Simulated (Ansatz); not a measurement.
Geometry optimisation, RKS revPBE/def2-SVP (Ansatz).

Input:

```yaml
crystal:
  periodic: [false, false, false]
  atoms:
    - { symbol: "N", position_ang: [2.5058, -0.9924, 0.7549] }
    - { symbol: C, position_ang: [1.3573, -0.6911, 0.4782] }
    - { symbol: Al, position_ang: [-0.5107, -0.2516, 0.0223] }
    - { symbol: O, position_ang: [-0.9399, 1.5107, -0.0357] }
    - { symbol: H, position_ang: [-1.5198, -1.4275, -0.2945] }
    - { symbol: H, position_ang: [-1.16073, 1.77347, 0.88213] }
basis:
  gaussian: { orbitals: def2-SVP }
hamiltonian:
  xc: revpbe
relax:
  f_tol: 0.015
  max_steps: 40
```

Run as:

```bash
$ ansatz run input.yaml --threads 1 --pin off --max-ram 2048MiB --backend cpu --events-out ev --progress --plain --runs-dir out
```

Problem. Where does it end, and by what steps?

Solution. The forces met the threshold. After 10 steps the energy has fallen by 0.424 eV; H6 moved furthest, 0.53 Å.

```json
{"step": "0", "energy less start (eV)": "0.0000", "largest force component (eV/Å)": "3.737", "accepted": "yes"}
{"step": "1", "energy less start (eV)": "-0.1600", "largest force component (eV/Å)": "1.010", "accepted": "yes"}
{"step": "2", "energy less start (eV)": "-0.1831", "largest force component (eV/Å)": "2.404", "accepted": "yes"}
{"step": "3", "energy less start (eV)": "-0.3861", "largest force component (eV/Å)": "0.437", "accepted": "yes"}
{"step": "4", "energy less start (eV)": "-0.3905", "largest force component (eV/Å)": "0.993", "accepted": "yes"}
{"step": "5", "energy less start (eV)": "-0.2879", "largest force component (eV/Å)": "2.454", "accepted": "no"}
{"step": "6", "energy less start (eV)": "-0.4133", "largest force component (eV/Å)": "0.289", "accepted": "yes"}
{"step": "7", "energy less start (eV)": "-0.4202", "largest force component (eV/Å)": "0.356", "accepted": "yes"}
{"step": "8", "energy less start (eV)": "-0.4232", "largest force component (eV/Å)": "0.228", "accepted": "yes"}
{"step": "9", "energy less start (eV)": "-0.4241", "largest force component (eV/Å)": "0.016", "accepted": "yes"}
{"step": "10", "energy less start (eV)": "-0.4241", "largest force component (eV/Å)": "0.006", "accepted": "yes"}
```

```xyz
6
Properties=species:S:1:pos:R:3
N 2.438 -0.866 0.793
C 1.310 -0.667 0.517
Al -0.566 -0.329 0.060
O -1.217 1.239 0.306
H -1.503 -1.455 -0.530
H -0.731 2.000 0.661
```

Whether the end is a true minimum wasn't checked by a vibrational analysis.

Time of the run: 22 s on 1 thread of Arm Neoverse V1 (shared host), peak memory 0.15 GiB.
